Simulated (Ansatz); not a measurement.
C$_{3}$H$_{6}$BF (`FC1BCC1`). Total charge 0; spin multiplicity 1.

Cartesian coordinates in Å:
```
F -0.9321 2.1085 -0.4234
C -0.8088 0.7468 -0.3436
B -0.5295 0.0265 0.9920
C 0.2845 -1.1243 0.3365
C 0.6349 0.1412 -0.5140
H -1.4590 0.2782 -1.0832
H -0.3420 0.5441 2.0505
H -0.2415 -1.8373 -0.2955
H 1.0877 -1.6045 0.8881
H 1.3967 0.7754 -0.0579
H 0.9092 -0.0545 -1.5496
```

Q: Give the diagnostics of a CCSD(T)/def2-TZVPP run (frozen core, Ansatz). (Estimate.)

A: Computed: T1 = 0.0115, largest single amplitude 0.023, largest double 0.017, (T) share of the correlation energy 3.7 %, 10 CCSD cycles. The RHF solution is stable towards an unrestricted one. T1 lies under the customary mark of 0.02 for closed shells.
